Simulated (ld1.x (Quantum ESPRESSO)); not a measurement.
## Sr: variants of one TM semilocal potential

Base potential:

| Property | Result |
| --- | --- |
| Element | strontium |
| Generator | ld1.x (Quantum ESPRESSO) 7.5 |
| Type | norm-conserving Troullier–Martins (semilocal form) |
| Functional | PBE |
| Relativity | scalar-relativistic |
| Frozen core | [Ar] 3d10 4s2 |
| Valence charge | 8 |
| Reference configuration | 4p6 4d0 5s1.75 5p0.25 |
| Partial waves | 5s (bound): rc 3.10 bohr; 4p (bound): rc 2.65 bohr; 4d (bound, empty): rc 2.70 bohr |
| Local potential | the d channel |
| Core correction | Bessel-smoothed model core, default radius (core density twice the valence density) |

Occupied shells without a wave of their own: 5p. They enter only through the test configuration that unscreens the potential, and ld1.x also counts them in the model core charge.

Cutoffs, loose and tight: the cutoffs (Ry, on a coarse ladder) from which the occupation-weighted sum of valence levels, in a spherical-Bessel basis at the reference potential, stays within 10 and 1 mRy of its value at 400 Ry. They do not see the model core or the augmentation charge, which bear on the density cutoff. Test errors are all-electron minus pseudo excitation energies from the reference, over the configurations 4p6 4d0 5s2 5p0; 4p6 4d0 5s1 5p0; 4p6 4d0 5s0 5p0; 4p6 4d0 5s0 5p1; 4p6 4d1 5s1 5p0; 4p6 4d0.5 5s1.5 5p0; 4p6 4d0 5s0 5p2. A dash means not determined; rows that change the core or the reference have their own tests.

With those shells counted twice in exchange and correlation these files are broken, and their errors move erratically; no question is asked of them.

A semilocal file is local in each channel, so a ghost entry of none says nothing of the separable form that plane-wave codes build from it.

| change | outcome | cutoff, loose | cutoff, tight | bound ghosts | largest test error (meV) |
| --- | --- | --- | --- | --- | --- |
| base | generated | 18 Ry | 25 Ry | none | -165 |
| all radii but the core radius scaled by about 0.76 (s 2.36, p 2.02, d 2.06 bohr) | generated | 25 Ry | 40 Ry | none | -165 |
| all radii but the core radius scaled by about 0.86 (s 2.68, p 2.28, d 2.32 bohr) | generated | 15 Ry | 30 Ry | none | -162 |
| all radii but the core radius scaled by about 0.94 (s 2.90, p 2.48, d 2.54 bohr) | generated | 18 Ry | 30 Ry | none | -166 |
| all radii but the core radius scaled by about 1.05 (s 3.26, p 2.78, d 2.84 bohr) | generated | 15 Ry | 25 Ry | none | -162 |
| all radii but the core radius scaled by about 1.11 (s 3.44, p 2.94, d 3.00 bohr) | generated | 15 Ry | 25 Ry | none | -152 |
| all radii but the core radius scaled by about 1.18 (s 3.66, p 3.12, d 3.18 bohr) | generated | 15 Ry | 25 Ry | none | -137 |
| all radii but the core radius scaled by about 1.31 (s 4.06, p 3.46, d 3.54 bohr) | generated | 15 Ry | 25 Ry | none | -193 |
| all radii but the core radius scaled by about 1.35 (s 4.20, p 3.58, d 3.66 bohr) | generated | 15 Ry | 25 Ry | none | -306 |

Reading the sweep of the scale of all radii but the core radius (base = 1) (base included, trends over the rows without a ghost): The loose cutoff falls from 25 Ry at 0.76 to 15 Ry at 1.35, with one reversal. A larger radius leaves more room for a smooth pseudo-wave, so fewer plane waves are needed; a smaller one forces it to follow the all-electron wave where it bends sharply. The median size of the test errors (rows with all tests solved) is not monotonic: lowest 12.4 meV at 0.76, highest 44.4 meV at 1.
